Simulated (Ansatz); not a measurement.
`OB(F)N[SiH3]` and `OB(F)Br` differ in one atom or group.

Ansatz, PBE0-D4/def2-TZVP geometries, multiplicity 1. Each molecule was computed in one conformer, which needn't be the lowest.

Scalar relativity is left out up to krypton. Spin–orbit coupling is left out; it splits and shifts lone-pair levels of the heavy atoms by tenths of an eV.

```tsv
property	`OB(F)N[SiH3]`
size of the dipole moment (PBE/def2-TZVPP) / D	0.38
HOMO energy (PBE0/def2-TZVPP) / eV	-8.02
HOMO energy (B3LYP/def2-TZVPP) / eV	-7.78
ideal-gas entropy at 298 K and 1 bar (rigid rotor, harmonic PBE0-D4/def2-TZVP) / J/(mol·K)	339
HOMO–LUMO gap (B3LYP/def2-TZVPP) / eV	7.73
HOMO energy (ωB97M-V/def2-TZVPP) / eV	-10.32
```

Give the same properties after the change, and the shifts. (Best estimate.)

Ansatz gave: 
```tsv
property	`OB(F)Br`	shift
size of the dipole moment (PBE/def2-TZVPP) / D	1.80	1.42
HOMO energy (PBE0/def2-TZVPP) / eV	-8.82	-0.80
HOMO energy (B3LYP/def2-TZVPP) / eV	-8.54	-0.76
ideal-gas entropy at 298 K and 1 bar (rigid rotor, harmonic PBE0-D4/def2-TZVP) / J/(mol·K)	296	-43
HOMO–LUMO gap (B3LYP/def2-TZVPP) / eV	8.54	0.81
HOMO energy (ωB97M-V/def2-TZVPP) / eV	-11.08	-0.76
```

The zero-point energy changes by -109.0 kJ/mol with -15 modes. Dipoles are sizes alone; their direction can turn.

Positive LUMOs are unbound, so they and the gaps depend on the basis.

B3LYP here is the variant with VWN-RPA as its local correlation; programs differ in this.
